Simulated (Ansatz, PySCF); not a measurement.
C₃H₇O₂, SMILES CC(O)C[O], multiplicity 2. Atoms are numbered in the order given.

```xyz
12

C      1.5457     0.1383     0.0625
C      0.0881     0.5291    -0.1374
O     -0.3605     1.4678     0.8223
C     -0.8447    -0.6737     0.0160
O     -0.5945    -1.7185    -0.8117
H      2.2165     0.9962    -0.1100
H      1.7026    -0.2238     1.0916
H      1.8210    -0.6615    -0.6415
H     -0.0447     0.9248    -1.1654
H      0.1930     2.2535     0.7603
H     -0.7785    -1.0563     1.0633
H     -1.9079    -0.3563    -0.0726
```
Charge 0, spin multiplicity 2.

Geometry: ωB97X-D3(BJ)/def2-SVP. The isomer is the one that the SMILES or the coordinates give; other isomers of the formula were not compared. Other conformers were not sampled.

Two levels are set side by side: PBE-D3(BJ)/def2-SVP (Ansatz, a quantum-chemistry and plane-wave program) and ωB97X-D3(BJ)/def2-SVP (PySCF). Each level has its own optimised geometry; the coordinates shown are those of the second. Frequencies come from the Hessian of PySCF at each geometry. Differences are taken from unrounded values.

| quantity | ωB97X-D3(BJ) |
|---|---|
| mean bond length (Å) | 1.221 |
| bond C1–C2 (Å) | 1.522 |
| bond C2–O3 (Å) | 1.415 |
| bond C2–C4 (Å) | 1.530 |
| bond C4–O5 (Å) | 1.356 |
| bond C1–H6 (Å) | 1.103 |
| bond C1–H7 (Å) | 1.102 |
| bond C1–H8 (Å) | 1.100 |
| bond C2–H9 (Å) | 1.110 |
| bond O3–H10 (Å) | 0.963 |
| bond C4–H11 (Å) | 1.117 |
| bond C4–H12 (Å) | 1.113 |
| highest harmonic wavenumber (cm⁻¹) | 3897 |
| mean harmonic wavenumber (cm⁻¹) | 1455 |
| zero-point energy (kcal/mol) | 62.41 |

### Question
What does PBE-D3(BJ) give, and how far is it from ωB97X-D3(BJ)? (An estimate is asked for; the answer gives what the named calculation found.)

### Answer

```tsv
quantity	PBE-D3(BJ)	PBE-D3(BJ) minus ωB97X-D3(BJ)
mean bond length (Å)	1.229	0.008
bond C1–C2 (Å)	1.524	0.002
bond C2–O3 (Å)	1.423	0.008
bond C2–C4 (Å)	1.539	0.010
bond C4–O5 (Å)	1.338	-0.018
bond C1–H6 (Å)	1.110	0.007
bond C1–H7 (Å)	1.110	0.008
bond C1–H8 (Å)	1.108	0.008
bond C2–H9 (Å)	1.120	0.010
bond O3–H10 (Å)	0.974	0.011
bond C4–H11 (Å)	1.137	0.020
bond C4–H12 (Å)	1.131	0.018
highest harmonic wavenumber (cm⁻¹)	3716	-181
mean harmonic wavenumber (cm⁻¹)	1384	-72
zero-point energy (kcal/mol)	59.34	-3.07
```

GGA bonds tend to be longer and softer than those of functionals with exact exchange. Differences between two approximate levels are no errors against the true value.
